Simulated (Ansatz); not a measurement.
Job for Ansatz (a first-principles code): U-BHLYP/def2-TZVPP on GeH2 (SMILES [GeH2]), 2S+1 = 1, a spin state set in the input, which need not be the lowest, at the other state's geometry.

Ansatz 0.2 input:
```yaml
crystal:
  periodic: [false, false, false]
  atoms:
    - {symbol: Ge, position_ang: [-0.00013225, 0.04576690, 0.00000000]}
    - {symbol: H, position_ang: [-1.33529880, -0.73613505, 0.00000000]}
    - {symbol: H, position_ang: [1.33953080, -0.72840574, 0.00000000]}
basis:
  gaussian:
    orbitals: def2-TZVPP
hamiltonian:
  xc: {name: BHLYP}
magnetization: {spin_polarized: true, initial_magnetization: 0}
```

The log:

```
WARN ansatz: RAYON_NUM_THREADS=1 ignored (pool sized by the plan → 1); use --threads N
Functional definition: BHLYP
integrals: 0.01 GiB planned
578 factors; their error is unknown
mean field: 0.23 GiB planned
mean field evaluation 1: about -56547.3964 eV, gradient 7.0e0 eV
mean field evaluation 2: about -56547.5368 eV, gradient 4.9e0 eV
mean field evaluation 4: about -56547.5701 eV, gradient 7.0e-2 eV
mean field evaluation 8: about -56548.1318 eV, gradient 1.3e-3 eV
mean field evaluation 16: about -56548.1522 eV, gradient 3.6e-1 eV
mean field evaluation 32: about -56544.3369 eV, gradient 7.8e0 eV
mean field -56548.15613104 eV, -2078.1064080987 hartree, gradient 1.5e-5 eV, S^2 0.257679; 5 other end points of the search recorded, 0 dependent functions left out
reference -56548.15625204 eV, -2078.1064125455 hartree; 17, 17 occupied and 59, 59 virtual orbitals, 578 factors
Total energy: -56548.15625204 eV, -2078.1064125455 hartree
```

The run converged. Its determinant has ⟨S²⟩ = 0.26, a mixture of spin states.

Cost: about 2.4 core-seconds (a rough figure).
